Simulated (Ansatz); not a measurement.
CH₄OSiTe, SMILES `O[SiH]1C[Te]1`, charge 0, multiplicity 1.

Q: Give a relaxed structure at PBE0-D4/def2-TZVP (the Gaussian-basis code of Ansatz). (Best estimate.)

A: Ansatz gave: 
```xyz
8

O     1.231   -1.498   -0.013
Si   -0.204   -0.718   -0.056
C    -0.301    1.091   -0.322
Te   -0.954    0.673    1.787
H     1.887   -1.167    0.605
H    -1.147   -1.595   -0.771
H     0.601    1.693   -0.331
H    -1.113    1.522   -0.899
```
